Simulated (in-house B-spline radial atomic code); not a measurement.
# Two electrons outside the [Ne] 3s2 3p6 core: Ca

Computed with an all-electron radial atomic-structure program (B-spline basis): configuration interaction (CI) of the two valence electrons in the field of the frozen Dirac-Fock core, alone and with many-body perturbation theory for the core (screened one- and two-electron correlation potentials), Breit and QED terms; no-pair Dirac Hamiltonian, finite nucleus. Labels give the configuration (outer n counted up each series) and the leading LS term, or the jj pair where no LS term holds 70 %.

The lowest nd levels tend to come out too strongly bound in this method, by some 0.05 to 0.2 eV for each d electron where measurements exist, which shifts their lines and rates.

Command:
```bash
python run_mb.py task.json out
```
Settings (nuclear radius in fm, box in bohr, cutoff in hartree):
```
basis_form          3
Z                   20
core_configuration  [Ne] 3s2 3p6
rms_radius          3.4776
mass_number         40
speed_of_light      137.036
box_radius          45.0
lmax                6
intervals           68
virtual_cutoff      800.0
```

Run time, properties included: 81 s on 1 thread of Intel(R) Xeon(R) Platinum 8259CL CPU @ 2.50GHz (shared host).

Excitation energies (cm⁻¹):

```csv
level,purity of the LS term,CI alone,CI + MBPT + Breit + QED,Landé g of the LS mixture,measured (NIST)
4s2 1S0,1.0,0,0,-,0
4s4p 3P°0,1.0,?,?,?,?
4s4p 3P°1,1.0,?,?,?,?
4s4p 3P°2,1.0,13661,15338,1.50,15316
3d4s 3D1,1.0,24199,19677,0.50,20335
3d4s 3D2,1.0,24200,19690,1.17,20349
3d4s 3D3,1.0,24202,19711,1.33,20371
3d4s 1D2,1.0,23848,21318,1.00,21850
4s4p 1P°1,1.0,23055,23640,1.00,23652
4s5s 3S1,1.0,30153,31649,2.00,31539
4s5s 1S0,1.0,31898,33397,-,33317
```

Task: Where does 4s4p 3P°1 lie?

Result: 13563 cm⁻¹ in CI alone and 15233 cm⁻¹ with all corrections; g = 1.50; measured 15210 cm⁻¹.

Task: Where does 4s4p 3P°0 lie?

Result: 13515 cm⁻¹ in CI alone and 15181 cm⁻¹ with all corrections; measured 15158 cm⁻¹.

Task: What is the first ionisation energy?

Result: 6.1217 eV to the 4s1/2 state of the next ion (5.9059 eV from CI alone). NIST lists 6.11315547 ± 2.5e-07 eV (measured).

Some electric-dipole lines (reduced elements in atomic units, length form; vacuum wavelengths from the computed energies):

| upper | lower | D bare (size) | D with core polarisation (size) | λ (nm) | A (s⁻¹) |
| --- | --- | --- | --- | --- | --- |
| 4s4p 1P°1 | 4s2 1S0 | 5.12 | 4.92 | 423.01 | 2.2e+08 |

Weak lines are less accurate than strong ones.
